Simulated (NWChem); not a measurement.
System: BNH3, doublet; SMILES B[NH]

NWChem input:

```
start job
memory heap 200 mb stack 900 mb global 1100 mb
geometry units angstroms noautoz
  B      0.013257     0.706957     0.000000
  N      0.010813    -0.629644     0.000000
  H     -1.014265     1.334155     0.000000
  H      1.073228     1.291980     0.000000
  H      0.289483    -1.593060     0.000000
end
basis spherical
  B library def2-svp
  N library def2-svp
  H library def2-svp
end
dft
  odft
  mult 2
  xc b3pw91
  iterations 150
  mulliken
end
task dft energy
```

In the optimisation the excess spin sits in a' (Cs, its own frame). Geometry: optimised at B3LYP/6-31G* (spherical d), spin-unrestricted. No stability test was run on the SCF state.

Question: What results follow from this input? (B3PW91/def2-SVP, spin-unrestricted.) Quantities: energy (Ha); highest occupied level (eV); lowest empty minus highest occupied level, either spin (eV); dipole (D); <S²>.

Answer: energy (Ha): -81.26
highest occupied level (eV): -7.50
lowest empty minus highest occupied level, either spin (eV): 4.25
dipole (D): 1.58
<S²>: 0.758
